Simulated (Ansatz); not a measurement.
`[SiH3]C1=CC1` + `CSC(C)C` → `CC(C)S[SiH3]` + `CC1=CC1`  (formal exchange of groups at the Si–C bond)

Computed with Ansatz on PBE0-D4/def2-TZVP structures; ΔE is electronic, products minus reactants. CCSD(T)/CBS is the MP2 limit (def2-TZVPP, def2-QZVPP) plus CCSD(T) − MP2 in def2-TZVPP, frozen cores. One conformer a species, not always the lowest.

| level | ΔE (kcal/mol) |
| --- | --- |
| SCS-MP2/def2-QZVPP | -14.0 |
| HF/CBS(def2) | -14.6 |

**Question.** What does CCSD(T)/CBS give? (Estimate.)

**Answer.** The calculation gave: -14.2 kcal/mol. The listed levels differ from it by 0.2, -0.4 kcal/mol.

Largest T1 diagnostic among the species: 0.011.
